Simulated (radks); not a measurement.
Spherical quantum dot in the effective-mass picture: electrons in a hard-walled sphere of radius 7.56, with a point charge +2 (a donor) at the centre, all in effective atomic units (hartree* = m*/eps^2 hartree, bohr* = eps/m* bohr), one dielectric constant everywhere. Method: non-relativistic Kohn-Sham, LDA (Slater exchange, Perdew-Wang correlation), spin-polarised, spherical densities; computed with a radial shooting solver with Libxc functionals. Levels are named by radial order and angular momentum (1s, 1p, 1d, 2s, ...), and open shells are averaged over m. Results are scaled to m* = 0.199 and eps = 5.1, for which hartree* = 208.2 meV and bohr* = 1.356 nm.

N = 29, configuration 1s2 1p6 1d10 2s2 1f(up 7, down 2). This is the lowest configuration that the search found. Occupied and some empty levels:

level    occupation  eigenvalue (meV)  <r> (nm)
1s up             1            872.67     1.395
1s down           1            872.70     1.376
2s up             1            901.42     7.645
2s down           1            906.09     7.643
1p up             3            907.85     7.766
1p down           3            912.59     7.747
1d up             5            921.47     7.870
1d down           5            926.31     7.858
1f up             7            941.05     7.971
1f down           2            945.96     7.964
1g up             0            966.25     8.067
1g down           0            971.22     8.063
2p up             0            1014.4     5.142
2p down           0            1016.1     5.108
2d up             0            1051.5     5.873
2d down           0            1053.8     5.850

Energy (meV): total 12575.7, kinetic 2893.1, external -3361.7, Hartree 14643, exchange-correlation -1598.5.

Electron density:

r (nm)  n(r) (e/nm^3)
0.307          0.5794
0.817          0.1467
1.33          0.04183
1.83          0.01306
2.34         0.004400
2.85         0.001689
3.36        0.0009008
3.87        0.0008368
4.38         0.001165
4.89         0.001844
5.40         0.002932
5.91         0.004512
6.42         0.006590
6.93         0.008972
7.44          0.01115
7.95          0.01223
8.46          0.01124
8.97         0.007922
9.48         0.003513
9.99        0.0004392
